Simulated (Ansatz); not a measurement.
SnH4S, singlet: a relaxation.

Input (in.yaml):

```yaml
crystal:
  periodic: [false, false, false]
  atoms:
    - {symbol: Sn, position_ang: [-0.115704, 1.288089, 0.660623]}
    - {symbol: S, position_ang: [0.985176, -1.064753, -0.061496]}
    - {symbol: H, position_ang: [-0.514786, -0.515559, -0.382657]}
    - {symbol: H, position_ang: [0.433794, 1.829706, -0.931062]}
    - {symbol: H, position_ang: [-1.351691, 0.185049, -0.316587]}
    - {symbol: H, position_ang: [0.563211, -1.722532, 1.031278]}
basis:
  gaussian: {orbitals: def2-TZVP}
hamiltonian: {xc: pbe0, dispersion: d4}
relax: {f_tol: 0.03, max_steps: 60, escape_saddle: true}
```

Launched with

```bash
ansatz run in.yaml --threads 2 --pin off --events-out ev --progress --plain --max-ram 4352MiB
```

Output of Ansatz 0.2.0:

```
Error: invalid value for `relax.escape_saddle`: a Gaussian basis doesn't support `true`; leave it out, and run phonons on the result
```

Hardware: 2 CPU threads of an Arm Neoverse V2, shared host. Wall time about 0.05 s.


The program refused the input.